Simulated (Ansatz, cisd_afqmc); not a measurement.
System: CF, charge 1, singlet. CF+ (parent SMILES F[C], singlet).
B3LYP-D3(BJ)/def2-TZVP minimum from Ansatz (an electronic-structure program):
```xyz
2

C      0.0000     0.0000    -0.6936
F      0.0000     0.0000     0.4624
```
Charge +1, spin multiplicity 1.

Total energies in cc-pVTZ, 10 correlated electrons, 2 frozen orbitals. UHF or UKS for unpaired electrons; spin-orbit terms are left out. Correlated methods leave the cores frozen. No relativity. The Monte Carlo rows (phaseless AFQMC, CISD trial, step 0.005/hartree) carry one-sigma bars that omit the constraint's bias. Outlying blocks are dropped, and bars are widened where a walk drifts. Over all cases where full CI ran beside it in this data, AFQMC minus full CI had a median of +0.1 mEh and passed +0.4 mEh in a tenth of the cases.

| method | program | energy (Eh) | minus CCSDT(Q) (mEh) |
|---|---|---|---|
| HF | Ansatz | -136.89992 | 376.64 |
| MP2 | Ansatz | -137.24960 | 26.96 |
| CCSD | Ansatz | -137.26101 | 15.55 |
| CCSD(T) | Ansatz | -137.27552 | 1.05 |
| CCSDT(Q) | Ansatz | -137.27656 | 0.00 |
| AFQMC/CISD | cisd_afqmc | -137.2763 ± 0.0004 | 0.3 ± 0.4 |

Rough core times of Ansatz's runs on a shared machine: CCSD(T) under 20 s, CCSDT(Q) 30 s.
